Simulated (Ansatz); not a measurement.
C6H3FSi (`C#C[Si](F)(C#C)C#C`) at its PBE0-D4/def2-TZVP geometry, where that method's forces vanish. Total charge 0; spin multiplicity 1.

```json
{"atom": "C1", "x (Å)": "1.724", "y (Å)": "2.289", "z (Å)": "-0.159"}
{"atom": "C2", "x (Å)": "1.133", "y (Å)": "1.250", "z (Å)": "-0.310"}
{"atom": "Si3", "x (Å)": "0.231", "y (Å)": "-0.305", "z (Å)": "-0.517"}
{"atom": "F4", "x (Å)": "0.802", "y (Å)": "-1.056", "z (Å)": "-1.793"}
{"atom": "C5", "x (Å)": "0.466", "y (Å)": "-1.364", "z (Å)": "0.931"}
{"atom": "C6", "x (Å)": "0.617", "y (Å)": "-2.058", "z (Å)": "1.905"}
{"atom": "C7", "x (Å)": "-1.530", "y (Å)": "0.021", "z (Å)": "-0.777"}
{"atom": "C8", "x (Å)": "-2.703", "y (Å)": "0.245", "z (Å)": "-0.936"}
{"atom": "H9", "x (Å)": "2.249", "y (Å)": "3.208", "z (Å)": "-0.027"}
{"atom": "H10", "x (Å)": "0.751", "y (Å)": "-2.674", "z (Å)": "2.765"}
{"atom": "H11", "x (Å)": "-3.741", "y (Å)": "0.443", "z (Å)": "-1.079"}
```

Q: For each bond, give half the difference of the two atoms' forces along it (eV/Å; positive pushes the atoms apart) under PBE-D4, r2SCAN-D4, B3LYP-D4, ωB97M-V in def2-TZVPP. (Estimate.)

A: Computed: 
```
  bond  length (Å)  PBE-D4  r2SCAN-D4  B3LYP-D4  ωB97M-V
 C1–C2       1.205    0.97       0.39      0.01    -0.27
 C1–H9       1.066   -0.37      -0.23     -0.10     0.05
C2–Si3       1.810   -0.57      -0.20      0.00     0.17
Si3–F4       1.587    0.60       0.09      0.21     0.10
Si3–C5       1.810   -0.57      -0.20      0.00     0.17
Si3–C7       1.810   -0.57      -0.20      0.00     0.17
 C5–C6       1.205    0.97       0.39      0.01    -0.27
C6–H10       1.066   -0.37      -0.23     -0.10     0.05
 C7–C8       1.205    0.97       0.39      0.01    -0.27
C8–H11       1.066   -0.37      -0.23     -0.10     0.05
```

B3LYP here is the variant with VWN-RPA as its local correlation; programs differ in this.
